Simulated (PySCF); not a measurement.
This PySCF input asks for the NMR shieldings of `CC[Si@H](F)S[SiH2]F`, C₂H₈F₂SSi₂; the geometry comes from GFN2-xTB.

```python
import basis_set_exchange as bse
import numpy as np
from pyscf import gto, dft
from pyscf.prop import nmr

atoms = """
C     2.701564    0.402701    0.442132
C     1.646184   -0.083448   -0.545938
Si   -0.109099    0.222206    0.075319
F    -0.318006   -0.566904    1.471434
S    -1.471306   -0.636204   -1.347501
Si   -3.316421   -0.553115   -0.275234
F    -3.514201    0.952702    0.253828
H     2.603398    1.471869    0.613903
H     2.593833   -0.104901    1.397359
H     3.703123    0.209304    0.063047
H     1.787657   -1.150909   -0.729327
H     1.793190    0.413595   -1.504997
H    -0.467528    1.588153    0.400907
H    -4.343783   -0.795002   -1.259607
H    -3.293019   -1.362055    0.922763
"""
names = dict.fromkeys(["C", "Si", "F", "S", "H"], "pcSseg-1")
basis = {el: gto.basis.parse(bse.get_basis(n, elements=[el], fmt="nwchem")) for el, n in names.items()}
mol = gto.M(atom=atoms, basis=basis, charge=0, verbose=0)
mf = dft.RKS(mol, xc="PBE0")
mf.grids.level = 2
mf.grids.alignment = dft.numint.BLKSIZE   # the property module wants whole blocks of grid points
mf.conv_tol = 1e-9
mf.kernel()

calc = nmr.RKS(mf)   # GIAO
C = mf.mo_coeff
Co = C[:, mf.mo_occ > 0]
resp = mf.gen_response(singlet=True, hermi=2)
def vind(x):   # induced exchange potential for any number of trial vectors
    d = np.einsum("pi,xij,qj->xpq", C, 2 * x.reshape(-1, C.shape[1], Co.shape[1]), Co, optimize=True)
    return np.einsum("xpq,pi,qj->xij", resp(d - d.transpose(0, 2, 1)), C, Co, optimize=True).ravel()
mo1, _ = nmr.rhf.solve_mo1(calc, with_cphf=vind)
sigma = calc.kernel(mo1)
for i, s in enumerate(sigma):   # ppm
    w = np.linalg.eigvalsh((s + s.T) / 2)
    print("%2d %-2s iso %8.1f  s11 %8.1f  s22 %8.1f  s33 %8.1f" % (i, mol.atom_pure_symbol(i), w.mean(), *w))
```

Q: What does it print?

A: 
```
 0 C  iso    178.5  s11    171.8  s22    175.2  s33    188.7
 1 C  iso    171.7  s11    163.0  s22    168.2  s33    183.9
 2 Si iso    324.9  s11    284.5  s22    328.7  s33    361.6
 3 F  iso    357.1  s11    322.7  s22    372.0  s33    376.6
 4 S  iso    675.2  s11    589.8  s22    627.1  s33    808.5
 5 Si iso    343.0  s11    297.0  s22    334.1  s33    397.8
 6 F  iso    366.9  s11    320.4  s22    365.1  s33    415.2
 7 H  iso     30.7  s11     26.0  s22     28.8  s33     37.3
 8 H  iso     30.4  s11     25.3  s22     29.6  s33     36.4
 9 H  iso     30.3  s11     24.9  s22     27.7  s33     38.2
10 H  iso     30.4  s11     25.3  s22     30.5  s33     35.3
11 H  iso     30.8  s11     25.4  s22     30.8  s33     36.4
12 H  iso     26.0  s11     22.4  s22     25.1  s33     30.6
13 H  iso     26.2  s11     22.0  s22     24.0  s33     32.5
14 H  iso     25.9  s11     22.2  s22     24.4  s33     31.2
```

These numbers come from an equivalent density-fitted implementation of the same equations, which agrees with the script to about 0.01 ppm for H and up to a few tenths of a ppm for heavy atoms, so last digits may differ.

Q: Turn these shieldings into chemical shifts. δ = σ(ref) − σ, references computed at the same level: 13C (σ = 186.93 ppm) and 29Si (σ = 349.16 ppm) and 1H (σ = 31.72 ppm) against TMS; 19F (σ = 170.95 ppm) against CFCl3; 33S (σ = 503.73 ppm) against CS2.

A: Averaging equivalent atoms: C 1: 15.2; C 0: 8.4; Si 2: 24.2; Si 5: 6.2; F 3: -186.2; F 6: -196.0; S 4: -171; H 14: 5.78; H 12: 5.68; H 13: 5.55; H 10: 1.35; H 7/8/9: 1.26; H 11: 0.87 ppm. Unscaled 19F shifts against computed CFCl3 carry errors that often reach 10 to 50 ppm.

Size and cost of the density-fitted run: 180 basis functions, 86 s wall time on 1 thread of an Intel Xeon, shared host; peak memory 0.81 GiB.
